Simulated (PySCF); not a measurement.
# State search for SnBi

Unrestricted PBE0; Sn def2-SVP with ECP28, Bi def2-SVP with ECP60; scalar-relativistic core potentials (PySCF 2.14). Outer shells of the fragments: Sn 4d10 5s2 5p2; Bi 5d10 6s2 6p3.

Followed along the bond (rough minima from three points):

| 2Ms+1 | unpaired | ⟨S²⟩ at the start | R at minimum (Å) | Te (eV) |
| --- | --- | --- | --- | --- |
| 2 | π ↑ | 0.89 | 2.72 | 0.00 |
| 2 | σ ↑ | 1.19 | 2.61 | 0.39 |
| 4 | π ↑↑↑ | 3.76 | 3.00 | 0.81 |
| 2 | π ↑↑↓ | 1.76 | 3.01 | 1.14 |
| 4 | σ ↑, π ↑↑ | 3.76 | 2.85 | 1.37 |

Solutions found at the starting distance of 2.810 Å, counted from the lowest of them; the search is not exhaustive and high or unbound solutions are not listed, so other states can lie among these:

```tsv
2Ms+1	unpaired	term	E (eV)	⟨S²⟩	⟨Lz²⟩	μ (D)
2	π ↑	²Π	0.00	0.89	1.00	-0.84
2	σ ↑	mixed	0.57	1.19	0.00	-0.79
4	π ↑↑↑	⁴Π	0.89	3.76	1.00	0.33
2	π ↑↑↓	mixed	1.23	1.76	3.01	0.32
4	σ ↑, π ↑↑	mixed	1.35	3.76	2.01	-0.26
2	σ ↓, π ↑↑	mixed	1.75	1.76	2.01	-0.20
```

A term symbol is given only where ⟨S²⟩ and ⟨Lz²⟩ are close to those of a pure state; real π, δ and φ orbitals otherwise mix terms. A positive dipole means Sn(−)Bi(+).

Task: Compare the gap between the two lowest followed solutions at the starting distance with the gap between their minima.

Result: At PBE0 the second solution (Ms = 0.5 of mixed spin, unpaired electrons σ ↑) lies +0.57 eV from the first (doublet, unpaired electrons π ↑) at 2.810 Å and +0.39 eV at the minima; the two curves relax by different amounts, since their minima lie near 2.61 and 2.72 Å.

Spin–orbit coupling is left out, which matters for elements this heavy, above all for dissociation energies. Counting both spins, an empty level lies below a filled one in some of these solutions, because spin and occupation are held.
